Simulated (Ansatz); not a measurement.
C3H10Si2 can be A, `[SiH3]C[SiH]1CC1`, or B, `[SiH3]CC1C[SiH2]1`.

Isolated molecules relaxed with PBE0-D4/def2-TZVP in Ansatz; ΔE leaves out vibrations. CBS: MP2 limit from def2 TZ/QZ plus the TZ coupled-cluster correction, frozen cores. Functionals use def2-TZVPP. B3LYP here is the variant with VWN-RPA as its local correlation; programs differ in this. Each species was taken in one conformer, which may not be the lowest.

Q: Which is lower in electronic energy at CCSD(T)/CBS, and by how much? (Estimate.)

A: Computed: A, by 52.7 kJ/mol.

Q: Give E(B) − E(A) in kJ/mol with PBE0-D4, B3LYP-D4, r2SCAN-D4, B3LYP, HF/def2-TZVPP, B2PLYP, PBE-D4. (Estimate.)

A: Ansatz gave: PBE0-D4 53.5, B3LYP-D4 51.4, r2SCAN-D4 55.7, B3LYP 53.6, HF/def2-TZVPP 55.6, B2PLYP 53.4, PBE-D4 51.1. None reverses the order clearly.

Largest T1 diagnostic: 0.011.
